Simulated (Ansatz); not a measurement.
Molecule: C5H12O (charge 0, singlet). 
Geometry from a B3LYP-D3(BJ)/def2-TZVP (Ansatz, a quantum-chemistry and plane-wave program) optimisation:
```
C
H 1 1.0950
O 1 1.4320 2 103.82
H 3 0.9649 1 107.99 2 -180.00
C 1 1.5272 2 108.84 3 118.62
H 5 1.0941 1 108.52 2 67.43
H 5 1.0971 6 106.12 1 -116.35
C 5 1.5250 6 109.98 7 -118.97
H 8 1.0900 5 110.91 6 -179.32
H 8 1.0913 9 108.32 5 122.31
H 8 1.0926 9 107.60 10 116.30
C 1 1.5272 2 108.84 3 -118.62
H 12 1.0941 1 108.52 2 -67.43
H 12 1.0971 13 106.12 1 116.35
C 12 1.5250 13 109.98 14 118.97
H 15 1.0900 12 110.91 13 179.32
H 15 1.0913 16 108.32 12 -122.31
H 15 1.0926 16 107.60 17 -116.30
```
Charge 0, spin multiplicity 1.

Property: atomisation energy (electronic, to ground-state atoms), in eV. Correlated levels leave the core frozen unless marked. UHF or UKS for open shells. Spin-orbit coupling is left out. No relativistic terms. The coupled-cluster limit lacks core correlation, which all-electron functionals hold. CBS marks a two-point X^-3 extrapolation of the correlation energy; Hartree-Fock from the larger set.

```
level                                program  atomisation energy (eV)
----------------------------  --------------  -----------------------
r2SCAN/def2-TZVPD                     Ansatz                    73.46
B97M-V/def2-TZVPD                     Ansatz               (withheld)
PBE0/def2-QZVPP                       Ansatz               (withheld)
B2PLYP-D3(BJ)/def2-TZVPD      Ansatz + dftd3                    72.79
B2PLYP/def2-TZVPD                     Ansatz                    72.52
SCS-MP2/aug-cc-pVTZ                   Ansatz                    72.85
CCSD/6-31G                            Ansatz                    63.37
CCSD/cc-pVDZ                          Ansatz               (withheld)
CCSD(T)/CBS(cc-pVTZ,cc-pVQZ)          Ansatz                    73.51
```

Some entries are withheld; supply them.


- B97M-V/def2-TZVPD, atomisation energy (eV): 73.40
- PBE0/def2-QZVPP, atomisation energy (eV): 73.65
- CCSD/cc-pVDZ, atomisation energy (eV): 68.04
